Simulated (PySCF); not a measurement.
## r2SCAN on Fe (iron, neutral)

Configuration: [Ar] 3d6 4s2, high-spin 5D determinant. Computed with PySCF 2.14 in ANO-R3 (7s5p5d3f2g1h, 97 functions), with scalar relativity by spin-free X2C-1e.

| Item | Value |
| --- | --- |
| Total energy | -1272.612 hartree |
| One-electron energy | -1757.048 hartree |
| Hartree (Coulomb) energy | 540.617 hartree |
| Exchange-correlation energy | -56.182 hartree |
| ⟨S²⟩ | 6.0192 |
| ⟨L²⟩ | 7.974 |
| Sum of ⟨r⟩ | 21.37 bohr |
| Sum of ⟨r²⟩ | 37.64 bohr² |
| Traceless quadrupole moment −½Σ⟨3z² − r²⟩ along its main axis | 1.87 e·bohr² |
| Langevin diamagnetic susceptibility | -29.8 ×10⁻⁶ cm³/mol |
| Time after the integrals | about 19 core-seconds |

```
shell  electrons  mean orbital energy (hartree)  spread (hartree)  rms radius, mean of both spins (bohr)
 1s α          1                     -257.81992                 0                                 0.0675
 1s β          1                     -257.81979                 0                                 0.0675
 2s α          1                      -30.38967                 0                                  0.289
 2s β          1                      -30.30921                 0                                  0.289
 2p α          3                      -25.82246           0.01777                                  0.261
 2p β          3                      -25.76092           0.00523                                  0.261
 3s α          1                       -3.58036                 0                                  0.873
 3s β          1                       -3.38320                 0                                  0.873
 3p α          3                       -2.28439           0.04117                                  0.937
 3p β          3                       -2.09110           0.02011                                  0.937
 3d α          5                       -0.28847           0.06368                                   1.36
 4s α          1                       -0.20266                 0                                   3.10
 3d β          1                       -0.17230                 0                                   1.36
 4s β          1                       -0.16661                 0                                   3.10
```

⟨L²⟩ = 7.97 against 6 for a pure D term, so this real determinant mixes terms. The s, p, d and f populations moved away from the nominal configuration during the SCF.

Densities and radii are taken from the X2C orbitals without a picture-change correction, which distorts them close to the nucleus.
